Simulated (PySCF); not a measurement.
Compound: C6H8Si2.
Atom-mapped SMILES: `[CH:1]#[C:2][C:3]1=[CH:4][SiH2:5][CH:6]=[CH:7][SiH2:8]1` (hydrogens: H9 on C1; H10 on C4; H11, H12 on Si5; H13 on C6; H14 on C7; H15, H16 on Si8)

Vertical excitations from PySCF (density fitting, frozen core in the response, grid level 2 and gas phase unless stated; continuum runs use non-equilibrium linear response for the excitations) on a GFN2-xTB geometry. Reference run:

```
                              settings    S1, eV (f)    S2, eV (f)    S3, eV (f)    S4, eV (f)    S5, eV (f)    S6, eV (f)  T1, eV (Tamm–Dancoff)  mean α (au)
PBE0/def2-SVPD, full TDDFT, 6 singlets  4.75 (0.000)  5.17 (0.235)  5.48 (0.002)  5.49 (0.002)  5.57 (0.013)  5.65 (0.001)                   3.19        122.2
```

Q: What do these settings give: HCTH407/MINI, grid level 4, TDA, 3 singlets?

A: 
| settings | S1, eV (f) | S2, eV (f) | S3, eV (f) | S4, eV (f) | S5, eV (f) | S6, eV (f) | T1, eV (Tamm–Dancoff) | mean α (au) |
| --- | --- | --- | --- | --- | --- | --- | --- | --- |
| HCTH407/MINI, grid level 4, TDA, 3 singlets | 4.87 (0.025) | 4.95 (0.000) | 5.20 (0.039) | – | – | – | 3.43 | 82.5 |

S1 moves by +0.12 eV; functional, basis and response scheme change together, so the shift can't be laid on one. States are counted by energy in each run and needn't keep their character from row to row.

Q: Which orbital pairs make up S1 in each run, and how does it sit against the orbital gap?

A: 
```csv
settings,S1 configurations (weight),S1 (eV),orbital gap (eV),S1 − gap (eV)
"PBE0/def2-SVPD, full TDDFT, 6 singlets",H−1→L 0.94,4.75,5.76,-1.01
"HCTH407/MINI, grid level 4, TDA, 3 singlets",H−1→L 0.92,4.87,4.27,+0.60
```

